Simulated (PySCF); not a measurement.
# Radial density of Be⁺ (beryllium, charge +1)

UHF, [He] 2p1, 2P determinant (an excited configuration). Computed with PySCF 2.14 in aug-cc-pVDZ-DK (4s3p2d, 23 functions), with scalar relativity by spin-free X2C-1e.

```tsv
r (bohr)	4πr²ρ (e/bohr)	4πr²(ρα − ρβ)
0.00835	0.02838	0.0000
0.0141	0.07687	-0.0001
0.0236	0.1999	-0.0002
0.0398	0.4973	-0.0004
0.0669	1.133	-0.0010
0.112	2.245	-0.0018
0.189	3.515	-0.0014
0.318	3.778	0.0081
0.535	2.245	0.0523
0.900	0.6391	0.1691
1.51	0.3873	0.3680
2.55	0.3432	0.3431
4.28	0.06647	0.0665
7.21	0.002247	0.0022
```

Densities and radii are taken from the X2C orbitals without a picture-change correction, which distorts them close to the nucleus.
